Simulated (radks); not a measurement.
The numbers below are computed, except where a source is named.
Excited configurations of the hafnium ion Hf3+: one electron is placed in a higher orbital outside [Xe] 4f14. The ground configuration is [Xe] 4f14 5d1. Level of theory: scalar-relativistic Kohn-Sham, PBE, spin-polarised, spherical densities, finite nucleus; open shells are filled with parallel spins first (spin-orbit coupling, left out, can overturn this in heavy ions); Fermi nuclear charge, rms radius 5.347 fm (a radial shooting solver on a logarithmic mesh with Libxc functionals). Excitation = E - E(ground); binding = E(ion) - E, where the ion is the core of charge +4; n* = 4/sqrt(2 binding) in atomic units, and the quantum defect is n - n*.

outer orbital,excitation (eV),binding (eV),n*,quantum defect,eigenvalue (eV)
6s,1.542,31.527,2.628,3.372,-27.827
6p,8.479,24.590,2.975,3.025,-21.645
6d,16.634,16.435,3.639,2.361,-14.470
6f,23.530,9.539,4.777,1.223,-8.307
7s,16.358,16.712,3.609,3.391,-14.989
7p,19.092,13.978,3.946,3.054,-12.477
7d,22.816,10.253,4.608,2.392,-9.093
7f,26.374,6.696,5.702,1.298,-5.948

The Delta-SCF ionisation energy is 33.069 eV (NIST Atomic Spectra Database: 33.37 eV, semi-empirical). Self-interaction in the functional shifts the binding energies and quantum defects, so they are the method's values and not measured ones. Open shells are spherical and high-spin; term and fine-structure splittings are not resolved. Spin-orbit splitting is averaged out at the scalar-relativistic level.
